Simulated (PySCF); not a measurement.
Species: C₅H₇NO.
Geometry (PBE0-D3(BJ)/def2-SVP, Å), atoms numbered from 1 in this order:
```xyz
14
C5H7NO angstrom
C      2.9447    0.4598    0.1319
C      1.6043   -0.1054    0.1417
C      0.4946   -0.5964    0.1574
C     -0.8498   -1.1527    0.1829
C     -2.0106   -0.1527    0.1203
N     -1.6715    1.1040   -0.2429
O     -3.1442   -0.5102    0.3544
H      3.2623    0.7232   -0.8889
H      3.6754   -0.2586    0.5344
H      3.0002    1.3706    0.7480
H     -0.9985   -1.8459   -0.6624
H     -1.0156   -1.7516    1.0916
H     -0.7024    1.3639   -0.3681
H     -2.3986    1.8046   -0.2899
```

Linear response at CAM-B3LYP/def2-SVPD (PySCF, frozen core in the response, non-relativistic).

Static isotropic polarisability: 71.94 au (10.66 Å³), principal values 50.3, 63.7, 101.9 au.

Question: What is the polarisability at 1064 nm and at the sodium D line?

Answer: 72.56 au at 1064 nm (+0.9 %), 74.03 au at 589.3 nm (+2.9 %). The rise at 589.3 nm is 3.36 times that at 1064 nm; a pure ω² law gives 3.26. The lowest singlet lies at 215 nm, shorter than both wavelengths.

Question: What is the isotropic C6 coefficient between two such molecules, C6 = (3/π)∫α(iω)² dω?

Answer: 2119 au (Eh·bohr⁶) by a ten-point quadrature over imaginary frequencies, which is 1270 eV·Å⁶ or 122 J·nm⁶/mol.

Question: Which effective excitation energy ω̄ makes London's formula C6 = (3/4)α²ω̄ exact here?

Answer: ω̄ = 4·C6/(3α²) = 0.546 Eh = 14.9 eV. A one-pole form α(ω) = α/(1 − ω²/ω̄²) fitted to the 1064 nm value gives 12.6 eV.

Question: What three-body coefficient follows from the one-pole estimate C9 = (3/4)·α·C6?

Answer: 114000 au. This is an estimate from the two numbers above, not a computed integral.

Question: How anisotropic is the static polarisability, by Δα² = ½[(α1 − α2)² + (α2 − α3)² + (α3 − α1)²]?

Answer: Δα = 46.4 au, or 0.64 of the isotropic value.

Question: What n − 1 at the D line would an ideal gas of it have at 273.15 K and 1 atm (2.6868 × 10¹⁹ cm⁻³), by n − 1 = 2π·N·α′?

Answer: 18.52 × 10⁻⁴, a formal value whether or not that pressure can be reached.

Question: What molar refraction at the D line follows from R = (4π/3)·N_A·α′, with α′ the polarisability volume?

Answer: α′ = 10.97 Å³ gives R = 27.67 cm³/mol, for isolated, non-vibrating species.

Question: What does −C6/R⁶ come to at R = 10 Å between centres?

Answer: -120 J/mol. This is the leading, orientation-averaged term; C8 and higher terms are left out.

Question: How many electrons N does the Slater–Kirkwood formula C6 = (3/4)·√N·α^(3/2) need to give this C6?

Answer: N = (4·C6/3)²/α³ = 21.4; the species has 52 electrons in all.

One conformer stands for the species.
